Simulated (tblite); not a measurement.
Task: Give a GFN2-xTB geometry of `C[C@@H]([O])C1=CC=CC=N1` [radical]. (Doublet state.)

Result: 
Z-matrix in Å and degrees, rows numbered from 1:
```
C 
C   1  1.5391
O   2  1.3061  1  116.60
C   2  1.5588  1  108.39  3   129.16
C   4  1.3891  2  119.08  1  -124.77
C   5  1.3836  4  117.42  2   177.01
C   6  1.3878  5  119.58  4    -0.09
C   7  1.3866  6  118.17  5     0.05
N   4  1.3087  2  118.05  1    52.79
H   1  1.0876  2  109.64  3   -62.13
H   1  1.0871  2  109.07  3    56.26
H   1  1.0861  2  110.29  3   177.27
H   2  1.1216  1  108.35  3  -123.88
H   5  1.0790  4  118.85  2    -2.14
H   6  1.0802  5  119.95  4  -179.84
H   7  1.0786  6  121.43  5   179.66
H   8  1.0814  7  122.02  6   179.90
```

C6 (carbon bonded to 2 C and H) is planar (angles 120.5°, 119.9° and 119.6°, sum 360.0°, 0.00 Å off the plane of its three neighbours). Of the pairs four or more bonds apart, O3···H14 is among the closest relative to their van der Waals radii: 2.37 Å, 87 % of the sum of Bondi's values. The 6 C–C bonds span 1.384 Å (C5–C6, aromatic) to 1.559 Å (C2–C4, drawn single), a spread of 0.175 Å. The 6-membered ring C4–C5–C6–C7–C8–N9 has internal angles of 117.4° to 122.8°; it is planar, 0.00 Å rms from its mean plane, widest ring torsion 1°.

Structure optimised with GFN2-xTB, isolated species. This method treats the open shell by occupation alone, without spin polarisation.

Point group: C1 (no symmetry element, even within 0.4 Å). Its GFN2-xTB frequencies are all real (lowest 42 cm⁻¹). Torsions: C1–C2–C4–C5 -125°. 3 starts were optimised and ended at 0.00, 0.00 and 2.09 kcal/mol (GFN2-xTB); the lowest of these is shown.

One conformer stands for the species.

All values are computed, not measured.
